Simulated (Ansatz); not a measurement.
A made-up structure of MgAlSiNH$_{2}$, closed shell:

N1  (2.030, -4.152, 1.968)
Si2  (-0.896, 1.823, -0.868)
Mg3  (0.209, -0.422, 0.204)
Al4  (1.262, -2.558, 1.223)
H5  (-0.726, 2.149, -2.240)
H6  (-1.665, 2.719, -0.080)
(Å)

It is relaxed with PBE-D4/def2-SVP and then PBE0-D4/def2-TZVP (Ansatz 0.2.0). Atoms count as bonded within 1.22 times the sum of their covalent radii (H–H: 0.88 Å). The end point is not checked to be a true minimum.

Problem. Does its bonding change? (A judgement: the text doesn't fix the answer.)

Solution. By the calculation: No: no bond forms or breaks.

Where it ends: The first stage lowers the energy by 0.57 eV in 5 steps. It ends as MgAlSiNH₂ ([N][Al][Mg][SiH2]):
```xyz
6
angstrom
N 1.9637 -4.0027 1.9028
Si -0.8292 1.6856 -0.8027
Mg 0.1979 -0.4045 0.1932
Al 1.2638 -2.5758 1.2253
H -0.7297 2.1485 -2.2173
H -1.6525 2.7077 -0.0937
```

Labels in which every atom is bracketed show which atoms are joined, not bond orders.

For scale, one of the runs: PBE0-D4/def2-TZVP relaxation, 149 basis functions, launched by `ansatz run in.yaml --threads 2 --pin off --events-out ev --progress --plain --max-ram 4352MiB`. The run took about 52 s on 2 CPU threads of an AMD EPYC 7R43 (shared host).
